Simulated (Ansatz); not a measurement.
`O[CH2][InH][Br]` + HBr → `[Br][InH][Br]` + CH₃OH at 298.15 K and 1 bar (ligand exchange at the In–C bond).

Isolated molecules relaxed with PBE0-D4/def2-TZVP in Ansatz; ΔE leaves out vibrations. CBS: MP2 limit from def2 TZ/QZ plus the TZ coupled-cluster correction, frozen cores. This one scheme is used for every species. Elements past krypton have def2 core potentials. For Br, In outer-core shells are correlated without core-valence functions, which leaves a few kJ/mol of doubt a bond. Scalar relativity is left out up to krypton. Each species was taken in one conformer, which may not be the lowest.

```csv
species,CCSD(T)/CBS energy (Eh),H − E (kJ/mol),S (J/(mol·K))
`O[CH2][InH][Br]`,-2878.79003,146.8,360.3
HBr,-2573.91920,24.6,198.6
`[Br][InH][Br]`,-5337.15310,35.8,336.1
CH₃OH,-115.61712,146.3,238.2
```

H − E and S are ideal-gas, rigid-rotor, harmonic terms from PBE0-D4/def2-TZVP, for one conformer and one mirror image of each species. 1 Eh = 2625.50 kJ/mol, R = 8.31446 J/(mol·K).

Task: By hand: ΔE, ΔH, ΔS and ΔG.

Result: ΔE = (-5337.15310) + (-115.61712) − (-2878.79003) − (-2573.91920) = -0.06099 Eh = -160.1 kJ/mol. Δ(H − E) = 35.8 + 146.3 − 146.8 − 24.6 = 10.7, so ΔH = -149.4 kJ/mol. ΔS = 336.1 + 238.2 − 360.3 − 198.6 = 15.4 J/(mol·K). ΔG = -149.4 − 298.15 × (15.4)/1000 = -154.0 kJ/mol.

Task: By hand: the equilibrium constant, and the temperature at which ΔG would vanish if ΔH and ΔS stayed fixed.

Result: log₁₀ K = −ΔG/(RT ln 10) = 27.0. ΔH and −TΔS have one sign here, so there is no such temperature.

ΔH outweighs TΔS. A doubt of 5 kJ/mol in ΔE shifts log₁₀ K by 0.9 here. Other conformers and mirror images would add mixing entropy, several J/(mol·K) or more a flexible species. These are equilibria of isolated gas molecules and say nothing of rates. Largest T1 diagnostic: 0.012 (customary marks: 0.02 for closed shells, 0.045 for open ones).
